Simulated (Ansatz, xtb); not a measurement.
A geometry optimisation of ClF2GeH2Sn+ with r2SCAN-D4/def2-SVP

The starting geometry of this gas-phase singlet was built from a drawn formula by distance geometry; its bonds are those of `[F][Ge+]([F])[SnH2][Cl]`.

```xyz
7

Cl   -0.6491   -2.4096   -4.1773
F    -3.2177   -0.2394   -1.6700
F    -2.0885    2.2020   -1.0904
Ge   -1.8380    0.4651   -1.5887
Sn    0.2236   -0.7640   -2.7454
H     1.3286   -1.4291   -1.5642
H     1.0720    0.3687   -3.7690
```

Task: Predict what becomes of its bonds when it is optimised with r2SCAN-D4/def2-SVP.

Result: A new bond forms, giving a structure with Cl1 bridging Sn5 and Ge4, given below by its coordinates. Distances that change by over a tenth: Cl1–Sn5 (2.35 → 2.59 Å). Contacts that close: Cl1–Ge4 (4.05 → 2.37 Å).

The energy falls by 1.21 eV over 35 steps:

```csv
step,E − E(last) (eV)
1,1.212
5,0.117
9,0.111
12,0.109
16,0.104
20,0.096
24,0.088
27,0.079
31,0.009
35,0.000
```

Final geometry (Å):

```csv
atom,x (Å),y (Å),z (Å)
Cl,-1.4928,-1.1714,-3.7673
F,-2.8207,-0.5125,-0.8476
F,-2.4430,1.6909,-2.4923
Ge,-1.7317,0.2621,-1.9014
Sn,0.6466,-0.5512,-2.4484
H,1.1309,-1.9717,-1.6714
H,1.5415,0.4477,-3.4766
```

From the same start GFN2-xTB ends elsewhere, differing in Cl1–Ge4 (4.33 against 2.37 Å here), Ge4–Sn5 (3.24 against 2.57 Å here).

The end wasn't checked by frequencies. Atoms past krypton carry core potentials, without spin–orbit terms. Run with Ansatz 0.2.0, 2.3 min on 2 threads of Arm Neoverse V2 (shared host).
